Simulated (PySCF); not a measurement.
Al(All)(Cl)(OH) (C3H6AlClO), SMILES [Al]([CH2]C=C)([Cl])[OH]. Atoms are numbered in the order given.

```xyz
12

Al     0.0837    -0.2938     0.6300
C     -0.0439    -1.2785    -1.0453
C      0.0928    -0.1898    -2.0716
C      1.2433     0.2629    -2.5930
H     -0.9933    -1.8249    -1.1502
H      0.7921    -1.9949    -1.0926
H     -0.8402     0.3098    -2.3635
H      2.2069    -0.1899    -2.3356
H      1.2564     1.0937    -3.3026
Cl    -1.4855     0.9624     1.2874
O      1.5310    -0.3592     1.5172
H      1.7439     0.1709     2.2908
```
Charge 0, spin multiplicity 1.

Coordinates come from a B3LYP-D3(BJ)/def2-SVP optimisation. Other conformers were not sampled.

Method: B3LYP/pcSseg-1 run with PySCF.

GIAO shieldings, no solvent; atoms listed in one row are averaged. δ = σ(ref) − σ: ¹³C against TMS (σ = 181.3 ppm); ¹H against TMS (σ = 31.68 ppm); ³⁵Cl against HCl (σ = 933.3 ppm); ¹⁷O against H2O (σ = 333.8 ppm), references at their B3LYP-D3(BJ)/def2-TZVP geometries, non-relativistic (without spin–orbit terms, shifts of atoms bonded to Cl or Br come out too high).

**Question.** Estimate the chemical shifts. (An estimate is asked for; the answer gives what the named calculation found.)

**Answer.** 
```csv
nucleus,atoms,count,δ (ppm)
¹³C,C3,1,145.6
¹³C,C4,1,122.6
¹³C,C2,1,20.0
¹H,H7,1,6.39
¹H,H8,1,5.69
¹H,H9,1,5.45
¹H,H12,1,2.57
¹H,H6,1,2.08
¹H,H5,1,1.66
³⁵Cl,Cl10,1,-5.6
¹⁷O,O11,1,53.8
```
